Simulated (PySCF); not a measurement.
Bond length, frequency and bond energy of MgIn by level of theory

State: ²Π (doublet), unpaired electrons π ↑. Set-up: PySCF, scalar-relativistic core potentials, basis sets Mg aug-cc-pVDZ, In aug-cc-pVDZ-PP with ECP28. De refers to Mg + In in their high-spin ground configurations, without counterpoise correction. The functionals are run spin-unrestricted. A positive dipole means Mg(−)In(+). Levels whose curve was spin-contaminated or gave no clean fit are not listed.

```tsv
Level	Re (Å)	ωe (cm⁻¹)	De (eV)	μ (D)	CPU s a point (SCF and correlation, without the integrals)
ROHF-MP2	3.083	130	0.273	n/a	0.32
ROHF-SCS-MP2	3.156	110	0.193	n/a	n/a
PBE	3.006	158	0.51	-0.80	0.75
PW91	2.998	159	0.52	-0.83	0.53
r²SCAN	2.974	166	0.52	-1.04	1.2
PBE0	3.022	151	0.424	-0.97	1.2
r²SCAN0	2.997	158	0.444	-1.17	1.4
B97-3	3.091	134	0.313	-0.93	0.67
```

**Question.** What does a quarter of exact exchange do here, going from PBE to PBE0?

**Answer.** PBE0 less PBE: +1.6 pm in Re, -4.4 % in ωe, -0.09 eV in De. Exact exchange removes part of the self-interaction that spreads semilocal densities, and in most molecules shortens and stiffens the bond and lowers De; here Re and ωe go the other way.

**Question.** What does the step from GGA to meta-GGA do here, going from PBE to r²SCAN?

**Answer.** r²SCAN less PBE: -3.2 pm in Re, +5.1 % in ωe, +0.01 eV in De. 

**Question.** What does a quarter of exact exchange do here, going from r²SCAN to r²SCAN0?

**Answer.** r²SCAN0 less r²SCAN: +2.3 pm in Re, -4.8 % in ωe, -0.08 eV in De. Exact exchange removes part of the self-interaction that spreads semilocal densities, and in most molecules shortens and stiffens the bond and lowers De; here Re and ωe go the other way.

Correlated steps freeze 5 core orbitals. Correlated levels converge slowly with the basis: in double zeta they bind strong bonds too weakly, by up to about 1 eV, and carry superposition errors of some tenths. Spin–orbit coupling is left out, which matters for elements this heavy, above all for dissociation energies. The state was picked by a PBE0 search and need not be the measured ground state.

The whole job (state search and all levels along the bond) took about 2.1 min on 1 thread of Arm Neoverse V2 (shared host), peak memory 0.76 GiB.
